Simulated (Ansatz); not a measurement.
# SiCl3 (SMILES Cl[Si](Cl)Cl): methods side by side

SiCl3 has 4 atoms, charge 0, and is taken as a doublet. As SMILES, `Cl[Si](Cl)Cl`. Geometry: optimised at wB97X-V/def2-SVP.

```xyz
4

Cl   -1.5322   -0.5968    1.0322
Si    0.1190    0.3993    0.3187
Cl    1.7011   -0.9102    0.2174
Cl   -0.2878    1.1076   -1.5684
```

Quantity: the adiabatic ionisation energy (to the singlet cation, shapes relaxed at wB97X-V/def2-SVP, no zero-point term), in eV. The values are calculated.

```tsv
level	kind	program	value (eV)	less CCSD(T)/def2-TZVP	CPU time (all runs)
UHF/def2-TZVP	Hartree–Fock	Ansatz	7.58	-0.13	12 s
USVWN5/def2-TZVP	LDA	Ansatz	7.79	+0.08	4.3 s
UPBE/def2-TZVP	GGA	Ansatz	7.82	+0.11	10 s
U-r2SCAN/def2-TZVP	meta-GGA	Ansatz	7.93	+0.22	16 s
UPBE0-D4/def2-TZVP	global hybrid	Ansatz	7.91	+0.20	16 s
U-wB97M-V/def2-TZVP	range-separated hybrid	Ansatz	7.70	-0.01	45 s
UMP2/def2-TZVP	perturbation theory	Ansatz	7.66	-0.05	11 s
UCCSD(T)/def2-TZVP	coupled cluster or CI	Ansatz	7.71	0.00	2.2 min
```

UCCSD(T)/def2-TZVP is the highest level here, not the true value. The values span 7.58 to 7.93 eV. Times are those of the runs behind each value, whatever else they computed, on shared processors of several kinds: orders of magnitude only.
